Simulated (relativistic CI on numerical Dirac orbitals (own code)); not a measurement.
# Hyperfine structure of Se²²⁺, mass number 79

Computed by Dirac-Coulomb-Breit CI, orbitals from a KLI potential per configuration, a model potential for QED, unscaled Slater integrals (own radial code, finite nucleus).

CI space (outside the closed core [Ne]): 3s2, 3s 3p, 3p2, 3s 3d, 3d2, 3p 3d, 3p 4s, 3d 4s, 3s 4s, 3s 4p, 3s 4d, 3s 4f, 3s 5s, 3s 5p, 3s 5d, 4s2. Levels of other configurations are missing.

Nuclear spin I = 7/2, μ = -1.018 μN, Q = 0.8 b (tables of Stone and Pyykkö). The electronic factors are computed for point nuclear moments, without core polarisation or the Bohr-Weisskopf and QED corrections.

```
      Level  E (cm⁻¹)  A (MHz)  B (MHz)
3s 3p 3P°_1    375106   -37220    -9880
3s 3p 3P°_2    433072   -21830    21100
3s 3p 1P°_1    573300     2306    20000
   3p2 1D_2    900207    -7868    21200
   3p2 3P_1    906687    547.3    10500
   3p2 3P_2    974953    -3828    -8710
 3s 3d 3D_1   1072736    16360     1650
 3s 3d 3D_2   1077905    -8263     2410
```

Levels with J = 0, under 50 % of one LS term, or S terms without an open s electron are left out. Small factors come from cancelling terms and can be off by tens of per cent or more.

At this charge energies of transitions that change n are usually good to better than 1 %, and those within a shell (Δn = 0) to a few per cent.

Q: Give the hyperfine levels of 3s 3p 3P°_1 relative to its centre of gravity.

A: With K = F(F + 1) − I(I + 1) − J(J + 1), E = AK/2 + B[¾K(K + 1) − I(I + 1)J(J + 1)]/[2I(2I − 1)J(2J − 1)]: F = 5/2: 162200, F = 7/2: 44280, F = 9/2: -132700 MHz.

LS names give the leading component of a level, which can be under half, so a name can repeat, a term be missing and a line seem to break the LS rules.
